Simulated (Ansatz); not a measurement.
Relaxation of GeH6OSSi (10 atoms, charge 0, multiplicity 1), to a largest force component of 0.02 eV/Å in at most 50 steps.

Theory: Ansatz, RKS PBE0-D4/def2-SVP.

```xyz
10
Properties=species:S:1:pos:R:3
O -1.587 0.236 -1.357
Si -0.693 0.855 -0.060
Ge 0.465 -0.899 0.848
S 1.890 -1.775 -0.695
H -2.098 1.077 -1.730
H -1.567 1.459 0.963
H 0.280 1.879 -0.541
H -0.452 -1.960 1.371
H 1.366 -0.363 2.080
H 2.479 -0.559 -0.875
```

Q: Where does it end, and by what steps?

A: The run converged. After 10 steps the energy has fallen by 0.366 eV; H5 moved furthest, 0.20 Å.

```
step  energy less start (eV)  largest force component (eV/Å)  accepted
   0                  0.0000                           3.248       yes
   1                 -0.3068                           1.345       yes
   2                 -0.3385                           0.499       yes
   3                 -0.3529                           0.370       yes
   4                 -0.3610                           0.184       yes
   5                 -0.3636                           0.092       yes
   6                 -0.3642                           0.122       yes
   7                 -0.3642                           0.061        no
   8                 -0.3652                           0.028       yes
   9                 -0.3654                           0.053       yes
  10                 -0.3656                           0.009       yes
```

```xyz
10
Properties=species:S:1:pos:R:3
O -1.661 0.284 -1.250
Si -0.693 0.931 -0.055
Ge 0.501 -0.897 0.891
S 1.909 -1.735 -0.637
H -2.129 0.902 -1.819
H -1.495 1.642 0.994
H 0.291 1.919 -0.608
H -0.411 -2.082 1.250
H 1.282 -0.467 2.152
H 2.490 -0.547 -0.915
```

Whether the end is a true minimum wasn't checked by a vibrational analysis.

Run time: 43 s on 2 threads of Arm Neoverse V1 (shared host), peak memory 0.28 GiB.
